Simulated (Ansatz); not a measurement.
Basis sets compared for nido-B5H9 (I for H, site b on B) (B₅H₈I). Charge 0, multiplicity 1. Geometry B3LYP-D4/def2-SVP. Ansatz on 4 threads of Arm Neoverse V2 on a shared host; times are rough, and most runs start from earlier orbitals.

Cartesian coordinates in Å:
```
B 0.2690 -0.1021 -1.2499
B -1.1726 -0.4690 -0.2225
B 0.4028 -0.9009 0.2431
B 1.0922 0.6498 0.1734
B -0.3498 0.2831 1.2010
I 1.2619 -2.8248 0.7626
H 0.6163 -0.4166 -2.3491
H -2.1611 -1.1241 -0.3689
H 2.2025 1.0325 0.3937
H -0.5754 0.3246 2.3736
H -1.0179 0.3192 -1.3138
H -1.4847 0.6099 0.5364
H 0.2249 1.4545 0.8354
H 0.6921 1.1639 -1.0151
```

In the def2 sets I takes a core potential; there is no spin–orbit coupling.

Binding counts from free atoms (B doublet, I doublet, H doublet) in the same basis, without a counterpoise term.

| level | functions | energy (Eh) | HOMO (eV) | LUMO (eV) | binding per atom (eV) | wall time |
| --- | --- | --- | --- | --- | --- | --- |
| PBE-D4/def2-SVP | 136 | -426.4734 | -5.61 | -1.38 | 3.73 | 1.8 s |
| PBE0-D4/def2-SVP | 136 | -426.5458 | -6.74 | -0.49 | 3.72 | 2.1 s |

Task: Estimate the rows for PBE-D4/def2-TZVP (with forces), PBE0-D4/def2-TZVP.

Result: 
```
                         level  functions  energy (Eh)  HOMO (eV)  LUMO (eV)  binding per atom (eV)  wall time
PBE-D4/def2-TZVP (with forces)        253    -426.6161      -5.79      -1.46                   3.70      4.3 s
             PBE0-D4/def2-TZVP        253    -426.6828      -6.87      -0.55                   3.67      4.6 s
```
